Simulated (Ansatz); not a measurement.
```yaml
crystal:
  periodic: [false, false, false]
  atoms:
    - {symbol: O, position_ang: [-1.990218, 2.127404, 2.671450]}
    - {symbol: C, position_ang: [-0.108151, 1.383364, 0.243007]}
    - {symbol: Al, position_ang: [3.591065, -0.558075, 1.354897]}
    - {symbol: Si, position_ang: [-2.306138, -1.008011, -2.332080]}
    - {symbol: H, position_ang: [-0.861980, 2.151245, 4.458252]}
    - {symbol: H, position_ang: [0.452408, 3.380616, -1.025110]}
    - {symbol: H, position_ang: [5.886959, -1.699467, -1.006163]}
    - {symbol: H, position_ang: [4.109691, -0.855938, 4.806185]}
    - {symbol: H, position_ang: [-5.238398, 0.293534, -2.963569]}
    - {symbol: H, position_ang: [-0.637965, -1.355029, -5.131998]}
    - {symbol: H, position_ang: [-2.753607, -3.984827, -1.029108]}
basis:
  gaussian: {orbitals: STO-3G, fitting: {mean_field: cc-pVTZ-jkfit}}
hamiltonian: {xc: {name: SVWN5}}
accuracy: high
scf: {lower_state_search: off}
output: {forces: true}
```

```sh
$ ansatz run in.yaml --threads 2 --pin off --events-out ev --progress --plain --max-ram 4352MiB
```

Output, abridged:

```
Functional definition: SVWN5
610 factors; integrals over basis functions are off by at most 9.3e-4 eV
mean field evaluation 1: about -17243.9050 eV, gradient 7.7e1 eV
mean field evaluation 2: about -16594.7082 eV, gradient 3.3e1 eV
mean field evaluation 4: about -17085.0753 eV, gradient 9.2e1 eV
mean field evaluation 8: about -17313.0578 eV, gradient 1.3e1 eV
mean field evaluation 16: about -17317.3376 eV, gradient 2.9e0 eV
mean field evaluation 32: about -17317.4027 eV, gradient 1.9e-4 eV
mean field -17317.40265751 eV, -636.4028095064 hartree, gradient 2.7e-8 eV, S^2 0.000000; 0 other end points of the search recorded, 0 dependent functions left out
reference -17317.40266258 eV, -636.4028096928 hartree; 24, 24 occupied and 11, 11 virtual orbitals, 610 factors
Total energy: -17317.40266258 eV, -636.4028096928 hartree
Atom 0 at    -1.990218     2.127404     2.671450 Å, force     2.716600    -0.166970     2.572211 eV/Å
Atom 1 at    -0.108151     1.383364     0.243007 Å, force     0.075987     2.444753    -0.943428 eV/Å
Atom 2 at     3.591065    -0.558075     1.354897 Å, force     0.560773    -0.270834     0.205426 eV/Å
Atom 3 at    -2.306138    -1.008011    -2.332080 Å, force    -0.618823    -0.629873    -0.715561 eV/Å
Atom 4 at    -0.861980     2.151245     4.458252 Å, force    -2.100774    -0.058161    -3.450562 eV/Å
Atom 5 at     0.452408     3.380616    -1.025110 Å, force    -0.736247    -2.511238     1.635174 eV/Å
Atom 6 at     5.886959    -1.699467    -1.006163 Å, force    -0.543817     0.270169     0.531627 eV/Å
Atom 7 at     4.109691    -0.855938     4.806185 Å, force    -0.129665     0.073281    -0.759023 eV/Å
Atom 8 at    -5.238398     0.293534    -2.963569 Å, force     1.294837    -0.583129     0.271749 eV/Å
Atom 9 at    -0.637965    -1.355029    -5.131998 Å, force    -0.721057     0.145862     1.215489 eV/Å
Atom 10 at    -2.753607    -3.984827    -1.029108 Å, force     0.202186     1.286139    -0.563101 eV/Å
Dipole moment:     1.237118    -0.207999     0.469272 e Å
Checks for a lower state left out: stability, starts, cluster_reference, orbital_swaps, neighbouring_geometries, increment
```

Question: Something in this input is off. What?

Answer: The geometry is stretched to more than twice its size. The calculation finished and met its thresholds. The result belongs to that input, not to the molecule as meant.
